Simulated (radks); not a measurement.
Results of a calculation; reference values are marked as such.
Question: The mean radii <r> (bohr) of the occupied orbitals of an atom or ion are listed with their occupations. Level of theory: scalar-relativistic Kohn-Sham, LDA (Slater exchange, Perdew-Wang correlation), spin-polarised, spherical densities, finite nucleus; Fermi nuclear charge, rms radius of each element as measured or else 0.836 A^(1/3) + 0.57 fm (a radial shooting solver on a logarithmic mesh with Libxc functionals).

| orbital | occ. | <r> |
|---|---|---|
| 1s up | 1 | 0.01898 |
| 1s down | 1 | 0.01898 |
| 2s up | 1 | 0.07875 |
| 2s down | 1 | 0.07879 |
| 2p up | 3 | 0.06984 |
| 2p down | 2 | 0.06990 |

Name the element and its charge. Open shells, if any, are filled with parallel spins first.

Answer: Z = 72, hafnium, charge +63: Hf63+ in [He] 2s2 2p5. The 1s radius gives Z: for a bare nucleus <r> = (2 gamma + 1)/(2Z) with gamma = sqrt(1 - (Z/c)^2), 0.01876 bohr for Z = 72, and screening makes it slightly larger (0.01898 here). The occupations add up to 9, and the charge is Z minus that.
